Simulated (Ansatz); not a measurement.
Cost and result for the atomization energy of `O[SiH2]N[SiH2]F` (11 atoms, 10 bonds).

```json
{"atom": "O1", "x (Å)": "-0.967", "y (Å)": "-2.314", "z (Å)": "0.370"}
{"atom": "Si2", "x (Å)": "-0.437", "y (Å)": "-1.132", "z (Å)": "-0.640"}
{"atom": "N3", "x (Å)": "-0.522", "y (Å)": "0.446", "z (Å)": "0.057"}
{"atom": "Si4", "x (Å)": "0.764", "y (Å)": "1.527", "z (Å)": "0.365"}
{"atom": "F5", "x (Å)": "1.060", "y (Å)": "2.497", "z (Å)": "-0.873"}
{"atom": "H6", "x (Å)": "-0.508", "y (Å)": "-2.427", "z (Å)": "1.204"}
{"atom": "H7", "x (Å)": "0.992", "y (Å)": "-1.310", "z (Å)": "-1.001"}
{"atom": "H8", "x (Å)": "-1.334", "y (Å)": "-1.251", "z (Å)": "-1.810"}
{"atom": "H9", "x (Å)": "-1.451", "y (Å)": "0.805", "z (Å)": "0.230"}
{"atom": "H10", "x (Å)": "0.407", "y (Å)": "2.411", "z (Å)": "1.498"}
{"atom": "H11", "x (Å)": "1.997", "y (Å)": "0.745", "z (Å)": "0.598"}
```

Total charge 0; spin multiplicity 1. Geometry: relaxed with PBE0-D4/def2-TZVP. It is one conformer, not always the lowest. Program: Ansatz. All runs use 4 threads of an Arm Neoverse V1 on a shared host. Times are those of one run each, without the atoms' runs, and a repeat can differ threefold. Electronic energies, without spin–orbit coupling; frozen cores. CCSD(T)/CBS adds CCSD(T) − MP2 in def2-TZVPP to the MP2 limit, and its time is that of the two runs behind it. T1 = 0.012. B3LYP takes the VWN-RPA correlation (the form of Gaussian; ORCA's B3LYP/G). HSE06 is the plane-wave form, built on full-range PBE exchange.

CCSD(T)/CBS is a level of theory with its own doubt, some kJ/mol a heavy atom from the limit and from the frozen cores, so smaller differences don't rank the functionals.

| level | functions | wall time | atomization (kcal/mol) | difference from CCSD(T)/CBS | per bond |
| --- | --- | --- | --- | --- | --- |
| LDA (SPW92)/def2-TZVPP | 261 | 1.4 s | 1068.6 | 115.5 | 11.6 |
| revPBE-D4/def2-TZVPP | 261 | 2.2 s | 925.4 | -27.7 | -2.8 |
| HSE06-D4/def2-TZVPP | 261 | 3.8 s | 933.3 | -19.8 | -2.0 |
| CAM-B3LYP-D4/def2-TZVPP | 261 | 3.8 s | 953.7 | 0.6 | 0.1 |
| B3LYP-D4/def2-TZVPP (with forces) | 261 | 5.5 s | 945.5 | -7.6 | -0.8 |
| CCSD(T)/def2-SVP | 108 | 6 s | 867.6 | -85.5 | -8.5 |
| r2SCANh-D4/def2-TZVPP | 261 | 6.5 s | 937.5 | -15.6 | -1.6 |
| PBE-QIDH/def2-TZVPP | 261 | 6.5 s | 932.5 | -20.6 | -2.1 |
| B97M-V/def2-TZVPP | 261 | 9.5 s | 946.8 | -6.3 | -0.6 |
| ωB97M-V/def2-TZVPP (with forces) | 261 | 13 s | 951.1 | -2.0 | -0.2 |
| MP2/def2-QZVPP | 491 | 25 s | 957.5 | 4.4 | 0.4 |
| CCSD(T)/def2-TZVPP | 261 | 3.4 min | 922.6 | -30.5 | -3.0 |
| CCSD(T)/CBS(def2) | – | 3.8 min | 953.1 | 0.0 | 0.0 |

From r2SCAN to r2SCAN0 (25 % exact exchange), in def2-TZVPP and without D4, the atomization energy moves by −15.8 kcal/mol: exact exchange takes away binding that semilocal exchange gives to molecules. In def2-TZVPP, CCSD(T) changes the Hartree–Fock value by +234.4 kcal/mol (the triples alone add +12.0 kcal/mol) and MP2 by +250.7 kcal/mol; breaking electron pairs costs correlation energy, which Hartree–Fock lacks. Leaving LDA and LC-ωPBE aside and taking each functional with its dispersion term where it has one, the values, not all of them listed here, spread over 32.2 kcal/mol, from BHLYP-D4 to CAM-B3LYP-D4. LDA lies +126.1 kcal/mol from PBE without D4, its usual overbinding.
